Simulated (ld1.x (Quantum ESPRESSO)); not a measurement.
# C (Z = 6): variants of one TM potential

Base potential:

* Element: C
* Generator: ld1.x (Quantum ESPRESSO) 7.5
* Type: norm-conserving Troullier–Martins (Kleinman–Bylander form)
* Functional: LDA (PZ)
* Relativity: scalar-relativistic
* Frozen core: [He]
* Valence charge: 4
* Reference configuration: 2s1.75 2p2.25
* Partial waves: 2s (bound): rc 1.25 bohr; 2p (bound): rc 1.75 bohr; 3d channel at 0.45 Ry: rc 1.75 bohr
* Local potential: the d channel
* Core correction: a·sin(br)/r model core, default radius (core density twice the valence density)

Cutoffs, loose and tight: the cutoffs (Ry, on a coarse ladder) from which the occupation-weighted sum of valence levels, in a spherical-Bessel basis at the reference potential, stays within 10 and 1 mRy of its value at 400 Ry. They do not see the model core or the augmentation charge, which bear on the density cutoff. Test errors are all-electron minus pseudo excitation energies from the reference, over the configurations 2s2 2p2; 2s2 2p1; 2s2 2p0; 2s2 2p2.3; 2s1 2p3; 2s0 2p4; 2s2 2p1.5 (two spin-polarised tests are not counted in the largest error). A dash means not determined; rows that change the core or the reference have their own tests.

The default core radius of the base comes out at 0.52 bohr.

```csv
change,outcome,"cutoff, loose","cutoff, tight",bound ghosts,largest test error (meV)
base,generated,35 Ry,80 Ry,none,+188
wave 3d channel at 0.45 Ry: rc 1.75 bohr becomes 3d channel at 3.15 Ry: rc 1.75 bohr,generated,35 Ry,80 Ry,none,+186
wave 2s (bound): rc 1.25 bohr becomes 2s (bound): rc 1.56 bohr,generated,35 Ry,55 Ry,none,+234
wave 3d channel at 0.45 Ry: rc 1.75 bohr becomes 3d channel at 0.45 Ry: rc 1.48 bohr,generated,35 Ry,80 Ry,none,+186
type RRKJ; local potential the p channel,generated,45 Ry,60 Ry,none,+129
core correction none,generated,35 Ry,80 Ry,none,+237
local potential all-electron potential smoothed inside 1.55 bohr (lloc = -1),generated,35 Ry,80 Ry,none,+177
wave 2p (bound): rc 1.75 bohr becomes 2p (bound): rc 2.40 bohr,generated,30 Ry,80 Ry,none,+618
"all radii but the core radius scaled by about 1.07 (s 1.34, p 1.88, d 1.88 bohr)",generated,35 Ry,70 Ry,none,+259
wave 3d channel at 0.45 Ry: rc 1.75 bohr becomes 3d channel at -0.18 Ry: rc 1.75 bohr,generated,35 Ry,80 Ry,none,+189
wave 3d channel at 0.45 Ry: rc 1.75 bohr becomes 3d channel at 0.45 Ry: rc 1.90 bohr,generated,35 Ry,80 Ry,none,+190
wave 2s (bound): rc 1.25 bohr becomes 2s (bound): rc 0.86 bohr,generated,70 Ry,160 Ry,none,+181
```

Question: What comes out with this change to the base: reference 2s2 2p2?

Answer: outcome: generated; cutoff, loose: 35 Ry; cutoff, tight: 80 Ry; bound ghosts: none; largest test error (meV): +350.
